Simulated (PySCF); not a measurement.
**O: excitation energy**

O [He] 2s2 2p4 (3P) → O [He] 2s1 2p5 (3P), as a difference of total energies. All numbers are calculated (PySCF 2.14, no relativity, point nucleus, in aug-cc-pwCVDZ (5s4p2d, 27 functions)). Correlated levels: valence: 1s2 frozen; valence and next inner shell: nothing frozen. The calculations carry no spin-orbit coupling.

```json
{"method": "UHF", "excitation energy (eV)": "16.943"}
{"method": "LDA", "excitation energy (eV)": "14.380"}
{"method": "PBE", "excitation energy (eV)": "14.583"}
{"method": "PBE0", "excitation energy (eV)": "15.229"}
{"method": "r2SCAN", "excitation energy (eV)": "15.220"}
{"method": "M06-L", "excitation energy (eV)": "15.241"}
{"method": "r2SCANh", "excitation energy (eV)": "15.376"}
{"method": "BP86", "excitation energy (eV)": "14.576"}
{"method": "PBEsol", "excitation energy (eV)": "14.521"}
{"method": "MP2 (valence)", "excitation energy (eV)": "16.098"}
{"method": "SCS-MP2 (valence)", "excitation energy (eV)": "16.015"}
{"method": "MP2 (valence and next inner shell)", "excitation energy (eV)": "16.062"}
{"method": "SCS-MP2 (valence and next inner shell)", "excitation energy (eV)": "15.993"}
```

**Question.** How much does correlation contribute at MP2 (valence and next inner shell)?

**Answer.** 16.062 − (16.943) = -0.881 eV, measured against UHF.

The upper state lies above the first ionisation limit, where it may autoionise and the basis confines it.
